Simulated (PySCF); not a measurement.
C$_{7}$H$_{13}$O, doublet, geometry from GFN2-xTB; PBE0-D3ZERO/STO-3G (PySCF).

PySCF was given this input:
```python
from pyscf import gto, scf, dft

mol = gto.Mole()
mol.atom = '''
    C     3.04685360    0.82127440    0.88161024
    C     1.86811431   -0.06462596    0.99235433
    C     1.31842906   -0.77836518   -0.17874916
    C     0.56118052    0.15236520   -1.15617418
    C    -0.65807289    0.78575977   -0.49224301
    C    -1.77265636   -0.21067506   -0.24540743
    C    -2.73234120    0.19442824    0.84672823
    O    -1.89365832   -1.23270216   -0.87026609
    H     3.76672591    0.61821436    1.67896646
    H     2.77079183    1.87834295    0.98161984
    H     3.54227313    0.69119011   -0.07818227
    H     1.35987037   -0.11856555    1.94016790
    H     2.13286122   -1.24074612   -0.74773913
    H     0.63380901   -1.56566715    0.14024068
    H     0.23290691   -0.43318701   -2.01596883
    H     1.23712481    0.93553678   -1.50254060
    H    -0.37449847    1.26343479    0.44687326
    H    -1.07462979    1.55817376   -1.14646752
    H    -3.62415318   -0.42584805    0.81657947
    H    -3.00177062    1.24313357    0.75118145
    H    -2.24108662    0.05663616    1.80868372
'''
mol.basis = 'sto-3g'
mol.spin = 1
mol.verbose = 4
mol.build()

mf = dft.UKS(mol)
mf.xc = 'pbe0'
mf.disp = 'd3zero'
mf.kernel()
```

Q: Write the output that PySCF gives for this input, abridged.

A: 
```
PySCF version 2.14.0

[INPUT] verbose = 4
[INPUT] num. atoms = 21
[INPUT] num. electrons = 63
[INPUT] charge = 0
[INPUT] spin (= nelec alpha-beta = 2S) = 1
[INPUT] symmetry False subgroup None
[INPUT] Mole.unit = angstrom
[INPUT] Symbol           X                Y                Z      unit          X                Y                Z       unit  Magmom
[INPUT]  1 C      3.046853600000   0.821274400000   0.881610240000 AA    5.757718845645   1.551983689116   1.666001902212 Bohr   0.0
[INPUT]  2 C      1.868114310000  -0.064625960000   0.992354330000 AA    3.530224415281  -0.122125364937   1.875277902226 Bohr   0.0
[INPUT]  3 C      1.318429060000  -0.778365180000  -0.178749160000 AA    2.491469838068  -1.470897015098  -0.337786957396 Bohr   0.0
[INPUT]  4 C      0.561180520000   0.152365200000  -1.156174180000 AA    1.060477489241   0.287928498915  -2.184852552494 Bohr   0.0
[INPUT]  5 C     -0.658072890000   0.785759770000  -0.492243010000 AA   -1.243577532101   1.484870765001  -0.930204475632 Bohr   0.0
[INPUT]  6 C     -1.772656360000  -0.210675060000  -0.245407430000 AA   -3.349835033368  -0.398118164676  -0.463752831633 Bohr   0.0
[INPUT]  7 C     -2.732341200000   0.194428240000   0.846728230000 AA   -5.163376546865   0.367416124481   1.600084456638 Bohr   0.0
[INPUT]  8 O     -1.893658320000  -1.232702160000  -0.870266090000 AA   -3.578495598304  -2.329469475560  -1.644564565596 Bohr   0.0
[INPUT]  9 H      3.766725910000   0.618214360000   1.678966460000 AA    7.118080356203   1.168255826673   3.172786781731 Bohr   0.0
[INPUT] 10 H      2.770791830000   1.878342950000   0.981619840000 AA    5.236037706882   3.549553743508   1.854992656039 Bohr   0.0
[INPUT] 11 H      3.542273130000   0.691190110000  -0.078182270000 AA    6.693926074106   1.306160007908  -0.147743078097 Bohr   0.0
[INPUT] 12 H      1.359870370000  -0.118565550000   1.940167900000 AA    2.569782564211  -0.224056417308   3.666385966673 Bohr   0.0
[INPUT] 13 H      2.132861220000  -1.240746120000  -0.747739130000 AA    4.030523567506  -2.344670356917  -1.413022168321 Bohr   0.0
[INPUT] 14 H      0.633809010000  -1.565667150000   0.140240680000 AA    1.197725444182  -2.958682115728   0.265016476723 Bohr   0.0
[INPUT] 15 H      0.232906910000  -0.433187010000  -2.015968830000 AA    0.440130272419  -0.818604809619  -3.809628964360 Bohr   0.0
[INPUT] 16 H      1.237124810000   0.935536780000  -1.502540600000 AA    2.337827072805   1.767908293657  -2.839390225040 Bohr   0.0
[INPUT] 17 H     -0.374498470000   1.263434790000   0.446873260000 AA   -0.707699542369   2.387545729347   0.844468073792 Bohr   0.0
[INPUT] 18 H     -1.074629790000   1.558173760000  -1.146467520000 AA   -2.030755988399   2.944521660884  -2.166509623509 Bohr   0.0
[INPUT] 19 H     -3.624153180000  -0.425848050000   0.816579470000 AA   -6.848656943672  -0.804736185180   1.543111557242 Bohr   0.0
[INPUT] 20 H     -3.001770620000   1.243133570000   0.751181450000 AA   -5.672524360566   2.349181983553   1.419527210354 Bohr   0.0
[INPUT] 21 H     -2.241086620000   0.056636160000   1.808683720000 AA   -4.235039933227   0.107026831147   3.417916876760 Bohr   0.0

nuclear repulsion = 375.001018904675
number of shells = 37
number of NR pGTOs = 159
number of NR cGTOs = 53
basis = sto-3g
ecp = {}

******** <class 'pyscf.dft.uks.UKS'> ********
method = UKS
initial guess = minao
damping factor = 0
level_shift factor = 0
DIIS = <class 'pyscf.scf.diis.CDIIS'>
diis_start_cycle = 1
diis_space = 8
diis_damp = 0
SCF conv_tol = 1e-09
SCF conv_tol_grad = None
SCF max_cycles = 50
direct_scf = True
direct_scf_tol = 1e-13
number electrons alpha = 32  beta = 31
XC library pyscf.dft.libxc version 7.1.2
    S. Lehtola, C. Steigemann, M. J. T. Oliveira, and M. A. L. Marques,  SoftwareX 7, 1–5 (2018)
XC functionals = pbe0
    C. Adamo and V. Barone,  J. Chem. Phys. 110, 6158 (1999)
    M. Ernzerhof and G. E. Scuseria,  J. Chem. Phys. 110, 5029 (1999)
radial grids:
    Treutler-Ahlrichs [JCP 102, 346 (1995); DOI:10.1063/1.469408] (M4) radial grids

becke partition: Becke, JCP 88, 2547 (1988); DOI:10.1063/1.454033
pruning grids: <function nwchem_prune>
grids dens level: 3
symmetrized grids: False
atomic radii adjust function: <function treutler_atomic_radii_adjust>
small_rho_cutoff = 0
Set gradient conv threshold to 3.16228e-05
tot grids = 240416
Calc dispersion correction with DFTD3.
Parameters: xc=pbe0, version=d3zero, atm=False
init E= -345.867016236376

cycle= 1 E= -344.867194692585  delta_E=    1  |g|= 0.47  |ddm|= 3.99
cycle= 2 E= -344.504485403634  delta_E= 0.363  |g|= 0.985  |ddm|= 1.62
cycle= 3 E= -345.022925360032  delta_E= -0.518  |g|= 0.0657  |ddm|= 1.05
cycle= 4 E= -345.025307701505  delta_E= -0.00238  |g|= 0.0275  |ddm|= 0.101
cycle= 5 E= -345.025761801119  delta_E= -0.000454  |g|= 0.00333  |ddm|= 0.0368
cycle= 6 E= -345.02577279572  delta_E= -1.1e-05  |g|= 0.00157  |ddm|= 0.00756
cycle= 7 E= -345.025774895638  delta_E= -2.1e-06  |g|= 0.000445  |ddm|= 0.00308
cycle= 8 E= -345.025775044457  delta_E= -1.49e-07  |g|= 0.000157  |ddm|= 0.000823
cycle= 9 E= -345.025775064668  delta_E= -2.02e-08  |g|= 3.46e-05  |ddm|= 0.000306
cycle= 10 E= -345.025775065737  delta_E= -1.07e-09  |g|= 1.31e-05  |ddm|= 6.59e-05
cycle= 11 E= -345.02577506594  delta_E= -2.03e-10  |g|= 2.69e-06  |ddm|= 3.35e-05
Extra cycle  E= -345.025775065948  delta_E= -7.84e-12  |g|= 1.8e-06  |ddm|= 6.5e-06
converged SCF energy = -345.025775065948  <S^2> = 0.75481652  2S+1 = 2.0048107
```
